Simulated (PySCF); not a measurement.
C₄H₄ClSi₂ (doublet state).
Cartesian coordinates in Å at the GFN2-xTB level; atoms count from 1:
```xyz
11
C4H4ClSi2 angstrom
C      3.5436   -0.2213    1.6751
C      2.8069   -0.0377    0.7373
Si     1.7534    0.4574   -0.6695
Cl     2.5732    0.0349   -2.4808
C     -0.0171    0.0885   -0.4944
C     -1.2304    0.0257   -0.4003
Si    -3.0572   -0.1822   -0.2477
H      4.1757   -0.4296    2.4892
H     -3.5229    0.6726    0.8475
H     -3.6622    0.2232   -1.5191
H     -3.3576   -1.5890    0.0367
```

The species is `C(#C)[Si](C#C[SiH3])Cl` [radical].

Computed, not measured: PySCF, UKS B3LYP, pcH-1 on C Cl H Si, non-relativistic, mean-field spin-orbit, GIAO. Isolated species at its GFN2-xTB geometry, gas phase. GFN2-xTB frequencies show an imaginary mode (28i cm⁻¹), so this geometry is no minimum at that level. A GFN2-xTB geometry isn't a minimum of the functional, and hyperfine couplings can be far from their values at a DFT geometry, by a factor of two or more for some ions and for spin on atoms past the first row. No stability test was run, so a lower SCF solution isn't excluded.

Task: Break the g tensor into its mass correction, gauge correction and orbital-Zeeman/spin–orbit terms.

Result: 
```
                    Δg (ppm)     1     2     3
relativistic mass correction  -172  -172  -172
            gauge correction     1   106    73
   orbital Zeeman/spin–orbit  -425   421  4921
                       total  -596   355  4821
```

So g = 2.00172, 2.00267, 2.00714 and g_iso = 2.00385; the tensor is rhombic: the two nearest values differ by 18 % of g3 − g1. Axes: g2 points within 8° of the Si3–Cl4 bond.

Task: How much does each term add to the isotropic shift?

Result: The orbital-Zeeman/spin–orbit term 1639, the mass correction -172 and the gauge correction 60 ppm, for a total of 1527 ppm. The orbital-Zeeman/spin–orbit term is the largest in size. The mass correction is the same along every axis, so the anisotropy comes from the other two: their spans along these axes are 105 (gauge) and 5346 ppm (orbital Zeeman/spin–orbit).

Task: What effective moment and Curie constant follow for a powder?

Result: With the mean of g² = 4.0154 and S(S+1) = 0.75: μ_eff = √(⟨g²⟩S(S+1)) = 1.735 μB and χT = 0.12505·⟨g²⟩·S(S+1) = 0.377 cm³ K/mol (cgs; spin-Hamiltonian part alone).

Task: In a frozen sample, at which fields do the three g values resonate at 9.5, 34, 94 and 263 GHz (hyperfine left aside), and which band first spreads them over more than twice a line width of 1.0 mT?

Result: 
| band | GHz | B(g3) mT | B(g2) mT | B(g1) mT | spread mT |
| --- | --- | --- | --- | --- | --- |
| X | 9.5 | 338.17 | 338.92 | 339.08 | 0.92 |
| Q | 34.0 | 1210.29 | 1212.99 | 1213.57 | 3.28 |
| W | 94.0 | 3346.10 | 3353.56 | 3355.15 | 9.06 |
| J | 263.0 | 9361.95 | 9382.83 | 9387.29 | 25.34 |

The spread grows in proportion to the frequency. Q band is the first where it exceeds 2.0 mT.

The largest Mulliken spin populations are on Si3 (+0.77), C6 (+0.18), C1 (+0.16) and C5 (-0.09). Three atoms exceed +0.15. The positive populations add up to 1.18 and the negative ones to -0.18, together 2S = 1. The angles at Si3 add up to 345.0°, so it is pyramidal.

The HOMO–LUMO gaps are 4.13 eV among the α and 5.05 eV among the β orbitals.
